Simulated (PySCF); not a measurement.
## Broadened absorption spectrum of H5NO2Si

Compound: H5NO2Si.
SMILES: `N[SiH](O)O`

Level of theory: PySCF, TDDFT wB97X-D/def2-SVPD, vertical, gas phase, core orbitals frozen in the response. Isolated species at its PBE0-D3(BJ)/def2-SVP geometry (one conformer only). Torsions of this conformer, `[NH2:1][SiH:2]([OH:3])[OH:4]`: H–N1–Si2–O3 -71°, H–N1–Si2–O3 143°, H–O3–Si2–N1 -46°, H–O4–Si2–N1 -140°.

Each state is given a Gaussian of 0.3 eV full width at half maximum, with ε(max) = 2.175×10⁸ f / Δν̃ (Δν̃ the width in cm⁻¹). The cross-section is σ = 3.8235×10⁻²¹ ε cm², given in Mb (10⁻¹⁸ cm²). The width is an assumption, not a result. The curve ends short of the highest state used, and states not computed would add to its high-energy end.

(E (eV), σ (Mb)): (6.80, 0.05), (6.89, 0.46), (6.97, 2.20), (7.06, 7.97), (7.15, 17.58), (7.24, 23.54), (7.32, 20.06), (7.41, 10.46), (7.50, 3.31), (7.59, 0.64), (7.67, 0.10), (7.76, 0.05), (7.85, 0.26), (7.94, 1.08), (8.03, 3.17), (8.11, 6.95), (8.20, 14.63), (8.29, 24.50), (8.38, 29.05), (8.46, 24.19), (8.55, 14.14), (8.64, 7.61), (8.73, 5.15), (8.81, 3.91)

(1) Where are the band maxima, and which computed states make them?

(2) Coming from long wavelengths, where does ε first pass 100 L mol⁻¹ cm⁻¹?

(3) Does any computed singlet lie in the visible range?

## Answers

(1) 171 nm (7.25 eV), ε about 6200, made up of S1 (100%); 148 nm (8.37 eV), ε about 7600, made up of S3 (26%) and S4 (72%) (ε in L mol⁻¹ cm⁻¹; maxima over ε = 5, shares over 10%). The states used: S1 7.25 eV (f 0.069); S2 8.13 eV (f 0.0085); S3 8.31 eV (f 0.025); S4 8.40 eV (f 0.062); S5 8.65 eV (f 0.0023); S6 8.73 eV (f 0.011); S7 9.18 eV (f 0.066); S8 9.23 eV (f 0.083); S9 9.37 eV (f 0.033); S10 9.41 eV (f 0.0079).

(2) At about 180 nm (6.88 eV), 0.37 eV below S1.

(3) No computed singlet lies in the visible range (380 to 750 nm); the lowest, at 171 nm, stands 3.98 eV above its violet end (3.26 eV).

The vertical ionisation energy (ΔSCF) is 10.40 eV, 0.99 eV above S10.
